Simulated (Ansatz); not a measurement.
`CC[O][InH][Cl]` + H–F → `[F][InH][Cl]` + ethanol at 400 K and 1 bar (ligand exchange at the In–O bond).

Program: Ansatz. Geometries: PBE0-D4/def2-TZVP. ΔE: electronic, gas phase. CCSD(T)/CBS adds triple-zeta CCSD(T) − MP2 to the extrapolated MP2 energy (def2 sets, frozen cores). This one scheme is used for every species. Elements past krypton have def2 core potentials. For In outer-core shells are correlated without core-valence functions, which leaves a few kJ/mol of doubt a bond. Each species was taken in one conformer, which may not be the lowest.

```csv
species,CCSD(T)/CBS energy (Eh),H − E (kJ/mol),S (J/(mol·K))
`CC[O][InH][Cl]`,-804.53375,237.8,418.7
H–F,-100.39570,36.5,182.2
`[F][InH][Cl]`,-750.05448,44.4,327.9
`CCO`,-154.88256,231.6,290.7
```

H − E and S are ideal-gas, rigid-rotor, harmonic terms from PBE0-D4/def2-TZVP, for one conformer and one mirror image of each species. 1 Eh = 2625.50 kJ/mol, R = 8.31446 J/(mol·K).

By hand: ΔE, ΔH, ΔS and ΔG.

ΔE = (-750.05448) + (-154.88256) − (-804.53375) − (-100.39570) = -0.00759 Eh = -19.9 kJ/mol. Δ(H − E) = 44.4 + 231.6 − 237.8 − 36.5 = 1.7, so ΔH = -18.2 kJ/mol. ΔS = 327.9 + 290.7 − 418.7 − 182.2 = 17.7 J/(mol·K). ΔG = -18.2 − 400 × (17.7)/1000 = -25.3 kJ/mol.

By hand: the equilibrium constant, and the temperature at which ΔG would vanish if ΔH and ΔS stayed fixed.

log₁₀ K = −ΔG/(RT ln 10) = 3.3. ΔH and −TΔS have one sign here, so there is no such temperature.

TΔS isn't small against ΔH here. A doubt of 5 kJ/mol in ΔE shifts log₁₀ K by 0.7 here. Other conformers and mirror images would add mixing entropy, several J/(mol·K) or more a flexible species. Modes under 60 cm⁻¹, often nearly free rotors, make the harmonic entropy too high. These are equilibria of isolated gas molecules and say nothing of rates. Largest T1 diagnostic: 0.015 (customary marks: 0.02 for closed shells, 0.045 for open ones).
